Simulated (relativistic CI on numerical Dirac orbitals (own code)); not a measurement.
Hyperfine structure of Br6+, mass number 79

Calculated at this level of theory: Dirac-Coulomb-Breit CI, orbitals from a KLI potential per configuration, a model potential for QED, unscaled Slater integrals (own radial code, finite nucleus).

Configuration list (outside the closed core [Ar]): 3d10 4s, 3d10 4p, 3d10 4d, 3d10 4f, 3d10 5s, 3d10 5p, 3d10 5d, 3d9 4s2, 3d10 6s, 3d10 6p, 3d10 5f, 3d10 5g, 3d9 4p2, 3d10 6d, 3d8 4s 4p2, 3d10 7s. Levels of other configurations are missing.

Nuclear spin I = 3/2, μ = 2.1046 μN, Q = 0.3087 b (tables of Stone and Pyykkö). The electronic factors are computed for point nuclear moments, without core polarisation or the Bohr-Weisskopf and QED corrections.

| Level | E (cm⁻¹) | A (MHz) | B (MHz) |
| --- | --- | --- | --- |
| 3d10 4s 2S_1/2 | 0 | 42310 |  |
| 3d10 4p 2P°_1/2 | 127417 | 10600 |  |
| 3d10 4p 2P°_3/2 | 134739 | 1900 | 786 |
| 3d10 4d 2D_3/2 | 324236 | 609.4 | 83.6 |
| 3d10 4d 2D_5/2 | 325165 | 257.9 | 116 |
| 3d10 5s 2S_1/2 | 403481 | 15500 |  |
| 3d10 5p 2P°_1/2 | 452255 | 4278 |  |
| 3d10 5p 2P°_3/2 | 455010 | 776.3 | 321 |

Levels with J = 0, under 50 % of one LS term, or S terms without an open s electron are left out. Small factors come from cancelling terms and can be off by tens of per cent or more.

At this charge configurations can still be misplaced by up to about 7 % of their energy. 2 of the 2 excited levels that our extract of the measured tables holds in this range could be paired (the sources list more); they are missed by 2935 cm⁻¹ on average and 2969 at most, and levels without a partner can miss by more.

Problem. Give the hyperfine levels of 3d10 4s 2S_1/2 relative to its centre of gravity.

Solution. With K = F(F + 1) − I(I + 1) − J(J + 1), E = AK/2: F = 1: -52890, F = 2: 31730 MHz.

LS names give the leading component of a level, which can be under half, so a name can repeat, a term be missing and a line seem to break the LS rules.
